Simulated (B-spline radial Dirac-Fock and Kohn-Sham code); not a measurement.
**How the settings move the core levels of Ce⁺**

ΔSCF core binding energies without Breit or QED terms, calculated with an atomic code on a B-spline grid. Keys: rel is the Hamiltonian (dirac, or spin-free x2c and nr, where L3 and M5 stand for the whole 2p and 3d shells), method is hf or an exchange,correlation pair (spin-unpolarised, also for the hole states), nuc the nuclear model, radius_factor scales its radius, rmax is the box in bohr, h the logarithmic mesh step, order the B-spline order, points the quadrature points per cell, c_factor scales the speed of light, and damp, ndamp, maxit and tol steer the iteration. The run stops when the commutator error falls below 10·tol·max(1, Z/10), or the numerical noise floor, and the energy has settled to about 1e-8 Ha; the virial ratio is −V/T.

Base input:

```json
{"items": [{"Z": 58, "q": 1, "cfg": [[1, 0, 2], [2, 0, 2], [2, 1, 6], [3, 0, 2], [3, 1, 6], [3, 2, 10], [4, 0, 2], [4, 1, 6], [4, 2, 10], [4, 3, 1], [5, 0, 2], [5, 1, 6], [5, 2, 2]], "A": 140, "rrms": 4.8771, "do": "settings", "holes": ["K", "L3", "M5"],
  "settings": [{"rel": "dirac", "method": "hf", "nuc": "fermi", "radius_factor": 1.0, "rmax": 45.0, "h": 0.3, "order": 8, "points": 10, "c_factor": 1.0, "maxit": 60, "damp": 0.5, "ndamp": 3, "tol": 1e-08}]}]}
```

The ground state converged in 10 iterations, with total energy -8860.88711 Ha, virial ratio 1.93219 and highest orbital energy -10.22 eV. ΔSCF binding energies: K (1s) 40610.5 eV, L3 (2p3/2) 5748.9 eV, M5 (3d5/2) 898.3 eV.

Changes from the base run:

| changed setting | Δ total energy (Ha) | Δ K (eV) | Δ L3 (eV) | Δ M5 (eV) | iterations |
| --- | --- | --- | --- | --- | --- |
| radius_factor = 1.2; h = 0.5; c_factor = 0.8 | ? | ? | ? | ? | ? |
| h = 0.5 | +0.19427 | +0.13 | +0.20 | +0.44 | 11 |
| c_factor = 0.8 | -192.43605 | +1285.87 | -3.25 | -12.29 | 10 |
| rel = "x2c" | +4.73235 | -37.44 | +138.53 | +7.52 | 11 |
| rmax = 60.0 | 0.00000 | 0.00 | 0.00 | 0.00 | 10 |
| order = 7 | +0.00006 | 0.00 | 0.00 | 0.00 | 10 |
| rel = "x2c"; method = "b88,"; rmax = 60.0 | +3.99756 | -4.14 | +110.52 | +0.22 | 12 |

Problem. What does the change radius_factor = 1.2; h = 0.5; c_factor = 0.8 do?

Solution. The total energy moves by -191.97124 Ha and the binding energies by K +1283.38 eV, L3 -2.46 eV, M5 -11.62 eV; the run takes 11 iterations.
